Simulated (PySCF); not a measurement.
# Stretching SnN

Set-up: PySCF, scalar-relativistic core potentials, basis sets Sn def2-TZVPPD with ECP28, N def2-TZVPPD. Energies in eV from Sn + N in their ground configurations at the same level. State: ²Π (doublet), unpaired electrons π ↑.

```csv
R (Å),PBE,M06,PBE0
1.684,-1.826,-1.559,-1.320
1.762,-2.631,-2.355,-2.074
1.841,-3.083,-2.787,-2.471
1.899,-3.253,-2.938,-2.601
1.958,-3.316,-2.978,-2.629
2.017,-3.297,-2.936,-2.586
2.095,-3.182,-2.790,-2.463
2.193,-2.948,-2.525,-2.253
2.310,-2.610,-2.181,-1.965
2.467,-2.157,-1.759,-1.574
```

Task: Put a parabola through the three lowest points of the PBE curve and estimate Re, k and ωe (reduced mass 12.54 u; 1 eV/Å² = 0.16022 mdyn/Å; ωe = 1302.8·√(k/μ) cm⁻¹).

Result: Through R = 1.899, 1.958, 2.017 Å the second-order coefficient is 11.8 eV/Å², so Re ≈ 1.974 Å, k ≈ 3.77 mdyn/Å and ωe ≈ 715 cm⁻¹. A polynomial fit of higher order to the unrounded PBE energies gives Re = 1.972 Å, k = 3.51 mdyn/Å, ωe = 689 cm⁻¹; anharmonicity and rounding make the difference.

The higher-order fit for each curve: PBE: Re = 1.972 Å, ωe = 689 cm⁻¹, De = 3.32 eV; M06: Re = 1.954 Å, ωe = 727 cm⁻¹, De = 2.98 eV; PBE0: Re = 1.948 Å, ωe = 681 cm⁻¹, De = 2.63 eV.

⟨S²⟩ of the unrestricted solution departs from its pure value on part of the curve, where spin states mix. These are scalar-relativistic numbers at best; spin–orbit coupling would shift them, the dissociation energy most. The state is the lowest determinant that a PBE0 search found; another state may lie lower at other levels.
